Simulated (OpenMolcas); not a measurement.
Re5+ (d2) among equal point charges was computed by CASSCF with the d shell active (OpenMolcas, ANO-RCC-VTZP on the metal). Its lowest spin-free states, and all those of the highest spin:

```tsv
2S+1	Degeneracy	E (cm-1)
3	1	0.0
3	2	1148
3	1	7904
3	2	9353
1	2	11973
1	1	12512
3	1	15140
1	2	15304
3	1	21559
1	2	22340
3	2	22951
1	1	24293
```

Problem. Is the site octahedral, tetrahedral or cube-like, axial, or of lower symmetry?

Solution. The states with 2S+1 = 3 have orbital degeneracies 1, 2, 1, 2, 1, 1, 2. There are pairs but no triples, so the site is axial: not cubic, but with a proper or improper axis of order three or more. The run had Re5+ among 6 point charges of -1.7 e arranged as a trigonal antiprism (D3d), 2 Å from the ion, with a polar angle of 50.9° against the regular 54.74°.

Spin-orbit coupling mixes the spin-free states strongly: the lowest level takes only 46 % from its leading state, 3E, which lies 1148 cm-1 above the lowest spin-free state. Without dynamic correlation the repulsion within the d shell is too large (B by tens of per cent), so at a given field states of lower spin stand too high. Point charges carry no covalency, so the field is a model and not that of real ligands. No measured value stands beside these numbers.
